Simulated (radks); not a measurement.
Sm21+, 41 electrons, occupied as [Kr] 4d5. All-electron calculation, scalar-relativistic Kohn-Sham, r2SCAN, spin-polarised, spherical densities, finite nucleus; open shells are filled with parallel spins first (spin-orbit coupling, left out, can overturn this in heavy ions); meta-GGA in the generalised Kohn-Sham scheme; Fermi nuclear charge, rms radius 5.0819 fm. Program: a radial shooting solver on a logarithmic mesh with Libxc functionals.

Radial electron density D(r) = 4 pi r^2 rho(r):

| r (bohr) | D(r) (e/bohr) | spin D(r) |
|---|---|---|
| 0.002165 | 12.43 | -0.000236 |
| 0.002461 | 15.05 | -0.000285 |
| 0.002775 | 17.93 | -0.000338 |
| 0.003129 | 21.25 | -0.000399 |
| 0.003556 | 25.32 | -0.000473 |
| 0.004009 | 29.64 | -0.000551 |
| 0.004557 | 34.78 | -0.000642 |
| 0.005138 | 40.08 | -0.000735 |
| 0.005793 | 45.77 | -0.000832 |
| 0.006584 | 52.14 | -0.000937 |
| 0.007423 | 58.22 | -0.00103 |
| 0.008437 | 64.58 | -0.00112 |
| 0.009513 | 70.12 | -0.00118 |
| 0.01073 | 74.97 | -0.00120 |
| 0.01219 | 79.01 | -0.00113 |
| 0.01374 | 81.46 | -0.000942 |
| 0.01562 | 82.46 | -0.000479 |
| 0.01761 | 81.86 | 0.000402 |
| 0.01986 | 80.01 | 0.00207 |
| 0.02257 | 77.20 | 0.00546 |
| 0.02545 | 74.59 | 0.0114 |
| 0.02892 | 72.86 | 0.0229 |
| 0.03261 | 73.20 | 0.0421 |
| 0.03677 | 76.10 | 0.0751 |
| 0.04179 | 82.14 | 0.135 |
| 0.04712 | 89.91 | 0.227 |
| 0.05312 | 98.26 | 0.370 |
| 0.06038 | 105.6 | 0.602 |
| 0.06808 | 108.9 | 0.916 |
| 0.07737 | 107.1 | 1.37 |
| 0.08724 | 100.9 | 1.91 |
| 0.09836 | 92.16 | 2.54 |
| 0.1118 | 83.66 | 3.22 |
| 0.126 | 79.75 | 3.75 |
| 0.1433 | 81.61 | 4.03 |
| 0.1615 | 87.50 | 3.85 |
| 0.1821 | 93.26 | 3.17 |
| 0.207 | 93.85 | 1.98 |
| 0.2334 | 86.15 | 0.776 |
| 0.2652 | 70.32 | -0.0242 |
| 0.2991 | 53.15 | 0.234 |
| 0.3372 | 39.44 | 1.79 |
| 0.3832 | 32.35 | 4.67 |
| 0.4321 | 31.97 | 7.82 |
| 0.4911 | 33.59 | 10.4 |
| 0.5537 | 32.64 | 11.2 |
| 0.6243 | 27.65 | 10.1 |
| 0.7096 | 19.36 | 7.61 |
| 0.8 | 11.56 | 4.87 |
| 0.9093 | 5.412 | 2.47 |
| 1.025 | 2.154 | 1.07 |
| 1.156 | 0.6880 | 0.374 |
| 1.314 | 0.1563 | 0.0937 |
| 1.481 | 0.02967 | 0.0195 |
| 1.684 | 0.003648 | 0.00262 |
| 1.898 | 0.0003647 | 0.000283 |

D(r) has 4 maxima, at r = 0.0157, 0.0697, 0.196, 0.507 bohr, and minima at 0.0301, 0.129, 0.409 bohr, inside which lie 1.94, 11.11, 29.14 electrons.
